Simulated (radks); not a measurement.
Problem. The table gives one normalised radial function P(r) = r R(r) of Dy+ in [Kr] 4d10 4f12 5p6 6s1 (r in bohr). All-electron calculation, scalar-relativistic Kohn-Sham, PBE, spin-unpolarised, spherical densities, finite nucleus; Fermi nuclear charge, rms radius 5.2218 fm. Program: a radial shooting solver on a logarithmic mesh with Libxc functionals.

r               P
0.0008862   0.0411
0.001409    0.0594
0.002224    0.0833
0.003508    0.1125
0.00558     0.1428
0.008804    0.1603
0.014       0.1393
0.02209     0.0473
0.03513    -0.1218
0.05543    -0.2523
0.08746    -0.1183
0.1391      0.2785
0.2195      0.2525
0.349      -0.4216
0.5507     -0.2904
0.8758      0.7666
1.382       0.9502
2.18        0.3625
3.467       0.0417
5.471       0.0010
8.701       0.0000

Which n and l does it have? It may be an empty orbital.

Solution. n = 5, l = 0: the number of nodes gives n - l - 1 = 4, the rise at small r (about r^(l+1), flatter next to the nucleus through relativity) gives l, and the extent must fit the shell. The curve is that of 5s. 5s (empty): eigenvalue -55.604 eV, 4 radial nodes at r = 0.0256, 0.101, 0.265, 0.630 bohr, <r> = 1.31 bohr, 90 % of the charge inside 1.89 bohr.
